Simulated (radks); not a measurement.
Results of a calculation; reference values are marked as such.
Coulomb parameter of the 4f shell of neutral promethium in the model configuration [Xe] 4f3.5 6s2 6p1.5, as a second difference U = [E(n + 0.5) + E(n - 0.5) - 2 E(n)] / (0.5)^2 with all orbitals relaxed. "Bare": the charge of the atom changes with n. "Screened": the 6p shell takes up the change at fixed total charge, which measures U(4f,4f) + U(6p,6p) - 2 U(4f,6p). Code: a radial shooting solver on a logarithmic mesh with Libxc functionals. Model: scalar-relativistic Kohn-Sham, r2SCAN, spin-unpolarised, spherical densities, finite nucleus; meta-GGA in the generalised Kohn-Sham scheme; Fermi nuclear charge, rms radius 4.962 fm.

case,configuration,E - E(n) (eV)
start,[Xe] 4f3.5 6s2 6p1.5,0.000
bare +0.5,[Xe] 4f4 6s2 6p1.5,-5.910
bare -0.5,[Xe] 4f3 6s2 6p1.5,9.659
screened +0.5,[Xe] 4f4 6s2 6p1,-5.257
screened -0.5,[Xe] 4f3 6s2 6p2,7.561

U(bare) = 14.997 eV, U(screened by 6p) = 9.217 eV, against the Slater integral F0(4f,4f) = 27.655 eV with frozen orbitals. The step up makes a negative ion, whose loosely bound charge lowers the bare value.
